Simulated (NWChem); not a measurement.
Molecule: C4H7F; SMILES C/C=C(\C)F

```xyz
12

C      0.0302     2.0567     0.0000
C      0.6806     0.7141     0.0000
C      0.0723    -0.4736     0.0000
C     -1.3744    -0.8101     0.0000
F      0.8340    -1.5832     0.0000
H      0.3325     2.6438     0.8834
H     -1.0672     1.9994     0.0000
H      0.3325     2.6438    -0.8834
H      1.7754     0.6818     0.0000
H     -1.6225    -1.4164     0.8861
H     -1.6225    -1.4164    -0.8861
H     -2.0058     0.0861     0.0000
```
Atoms are numbered in this order, from 1.

Level: PBE0/def2-SVP (NWChem), optimised geometry, unscaled harmonic frequencies. 

Q: List the harmonic frequencies with IR intensities, and the thermochemistry.

A: 
```
frequency (cm⁻¹)  IR intensity (km/mol)
----------------  ---------------------
142                                 1.0
175                                 0.2
268                                 0.1
270                                 0.2
432                                 2.6
479                                 2.3
532                                11.6
818                                 9.2
859                                32.4
968                                 9.5
1028                               13.7
1046                                0.0
1051                                1.3
1143                               17.0
1245                              113.9
1330                                9.0
1401                                8.1
1426                               38.9
1440                                5.8
1451                                9.7
1451                                5.9
1465                                7.0
1815                               59.0
3048                               27.4
3060                               11.6
3119                               11.6
3138                                5.5
3161                               12.4
3194                                2.7
3197                               10.8
```

| Quantity | Result |
|---|---|
| zero-point energy | 63.1 kcal/mol |
| thermal correction to the enthalpy at 298.15 K (with zero-point energy) | 67.5 kcal/mol |
| heat capacity Cv | 20.8 cal/(mol K) |
| entropy at 298.15 K and 1 atm (symmetry number 1) | 76.0 cal/(mol K) |
| dipole moment | 1.65 D |

Rigid rotor and harmonic oscillator.
